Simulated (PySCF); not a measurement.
Electron correlation in Xe (xenon, neutral)

[Xe], closed-shell 1S. Calculation: PySCF 2.14, in dyall-av2z (22s16p12d, 130 functions); no relativity, point nucleus. Frozen: [Kr] 4d10; 8 electrons correlated; the 62 highest virtual orbitals of each spin left out.

```
  level  correlation energy (mhartree)
   CCSD                        -124.71
    (T)                          -2.27
CCSD(T)                        -126.98
```

Diagnostics: T1 = 0.0035, D1 = 0.0063, largest double amplitude 0.041.

Q: Is a single reference adequate?

A: Yes, within this model without spin-orbit coupling: T1 lies below 0.03 and no double amplitude reaches 0.07.
